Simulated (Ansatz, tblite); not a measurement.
Cost and result up the ladder for the cluster SiW3 (the lowest singlet isomer of a short search) (4 atoms). Charge 0, multiplicity 1. Geometry: PBE-D4/def2-SVP.

```xyz
4

W     0.1806    0.4802   -1.3508
W    -1.2317   -0.7553    0.0171
W     1.0707   -0.9345    0.2613
Si   -0.0196    1.2096    1.0723
```

Ansatz on 4 threads of Arm Neoverse V2 on a shared host; xTB runs through tblite on one thread. Times are rough, summed over both states, and most runs start from the orbitals of an earlier one. PBE0-D4/def2-TZVP serves as the yardstick here, not as an exact answer. The other state is a doublet.

In the def2 sets W takes a core potential; there is no spin–orbit coupling. The xTB rows come from tblite. The structure comes from a short search, and lower isomers may exist.

Raw xTB energies of ions are shifted by several eV.

```tsv
level	functions	wall time	vertical IE (eV)	difference from PBE0-D4/def2-TZVP (eV)
GFN1-xTB	36	0.006 s	11.81	5.25
GFN2-xTB	36	0.019 s	14.19	7.63
PBE-D4/def2-TZVP	157	14 s	6.72	0.16
PBE0-D4/def2-TZVP (with forces)	157	21 s	6.56	0.00
r2SCAN-D4/def2-TZVP	157	36 s	6.59	0.03
```
